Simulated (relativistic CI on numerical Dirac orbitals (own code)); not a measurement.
## What each ingredient does to the levels of Ru XXXV

Base calculation: Dirac-Coulomb-Breit CI, separate exchange-only KLI orbitals for each configuration, model QED (radiative potential, 1s self-energy scaled to tabulated hydrogen-like ionisation energies), unscaled Slater integrals.

CI space (outside the closed core 1s2): 2s2.2p6, 2s2.2p5.3s, 2s2.2p5.3p, 2s2.2p5.3d, 2s.2p6.3s, 2s.2p6.3p, 2s.2p6.3d, 2s2.2p5.4s, 2s2.2p5.4p, 2s2.2p5.4d, 2s2.2p5.4f, 2s.2p6.4s, 2s.2p6.4p, 2s.2p6.4d, 2s2.2p4.3s2, 2s.2p6.4f. Levels of other configurations are missing.

Variants: (1) P86 correlation estimate; (2) configuration mixing switched off. Shifts of the energy above 2s2.2p6 1S_0, in eV, for the lowest level and the first level of each name with at least 55 % of one term (blank where a level changes its place among those of its configuration and J or its character, or is not in the variant):

| Level | Base | Δ(1) | Δ(2) |
| --- | --- | --- | --- |
| 2s2.2p6 1S_0 | 0.00 | 0.00 | 0.00 |
| 2s2.2p5.3s 3P°_2 | 2646.84 | +1.60 | +0.34 |
| 2s2.2p5.3s 1P°_1 | 2651.12 | +1.60 | +0.40 |
| 2s2.2p5.3p 3D_3 | 2750.58 | +1.75 | +0.14 |
| 2s2.2p5.3p 1P_1 | 2750.73 | +1.75 | +0.55 |
| 2s2.2p5.3p 3P_2 | 2756.91 | +1.75 | +0.02 |
| 2s2.2p5.3s 3P°_0 | 2781.35 | +1.60 | +0.56 |
| 2s2.2p5.3p 3P_0 | 2781.90 | +1.75 | +0.48 |
| 2s2.2p5.3s 3P°_1 | 2783.32 | +1.60 | +0.67 |
| 2s2.2p5.3d 3P°_0 | 2833.21 | +1.39 | +0.52 |
| 2s2.2p5.3d 3P°_1 | 2836.96 | +1.39 | +0.40 |
| 2s2.2p5.3d 3F°_3 | 2841.01 | +1.39 | +0.01 |
| 2s2.2p5.3d 3D°_2 | 2843.38 | +1.39 | +0.11 |
| 2s2.2p5.3d 3F°_4 | 2845.47 | +1.39 | +0.02 |

At this charge energies of transitions that change n are usually good to better than 1 %, and those within a shell (Δn = 0) to a few per cent.

Ionisation energy from the two ground configurations alone: base 4751.33 eV; P86 correlation estimate 4753.28 eV. The NIST ASD value (semi-empirical) is 4758 eV.

LS names give the leading component of a level, which can be under half, so a name can repeat, a term be missing and a line seem to break the LS rules.
